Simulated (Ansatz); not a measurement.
C2H2F2Ge, SMILES `C#[C][GeH]([F])[F]`. Charge 0, multiplicity 1.

```json
{"atom": "C1", "x (Å)": "-1.058", "y (Å)": "-0.863", "z (Å)": "1.507"}
{"atom": "C2", "x (Å)": "-0.440", "y (Å)": "-0.351", "z (Å)": "0.611"}
{"atom": "Ge3", "x (Å)": "0.465", "y (Å)": "0.462", "z (Å)": "-0.820"}
{"atom": "F4", "x (Å)": "1.426", "y (Å)": "1.741", "z (Å)": "-0.191"}
{"atom": "F5", "x (Å)": "1.593", "y (Å)": "-0.670", "z (Å)": "-1.455"}
{"atom": "H6", "x (Å)": "-1.596", "y (Å)": "-1.320", "z (Å)": "2.307"}
{"atom": "H7", "x (Å)": "-0.389", "y (Å)": "1.000", "z (Å)": "-1.959"}
```

(1) What are the harmonic wavenumbers in cm⁻¹ at PBE0-D4/def2-TZVP (Ansatz, finite differences of forces, unscaled)? (An estimate is asked.)

(2) Is this a minimum?

(3) Give the ideal-gas thermochemistry at 298.15 K and 1 bar (rigid rotor, harmonic oscillator; point group Cs, symmetry number 1).

(4) And at 400, 500, 600, 800 and 1000 K?

Results:

(1) Computed: 116, 145, 236, 312, 334, 546, 718, 718, 745, 746, 749, 753, 2178, 2244, 3463.

(2) Yes, all 15 modes are real.

(3) Zero-point energy 83.8 kJ/mol; H(298) − E = 102.7 kJ/mol; entropy 334.4 J/(mol·K), of which translation 170.2, rotation 112.1, vibration 52.1; G(298) − E = 3.0 kJ/mol.

(4) 
```json
{"T (K)": "400", "H − E (kJ/mol)": "113.0", "S (J/mol/K)": "364.1", "G − E (kJ/mol)": "-32.6"}
{"T (K)": "500", "H − E (kJ/mol)": "124.2", "S (J/mol/K)": "389.0", "G − E (kJ/mol)": "-70.3"}
{"T (K)": "600", "H − E (kJ/mol)": "136.1", "S (J/mol/K)": "410.7", "G − E (kJ/mol)": "-110.3"}
{"T (K)": "800", "H − E (kJ/mol)": "161.4", "S (J/mol/K)": "447.1", "G − E (kJ/mol)": "-196.3"}
{"T (K)": "1000", "H − E (kJ/mol)": "188.2", "S (J/mol/K)": "477.0", "G − E (kJ/mol)": "-288.8"}
```
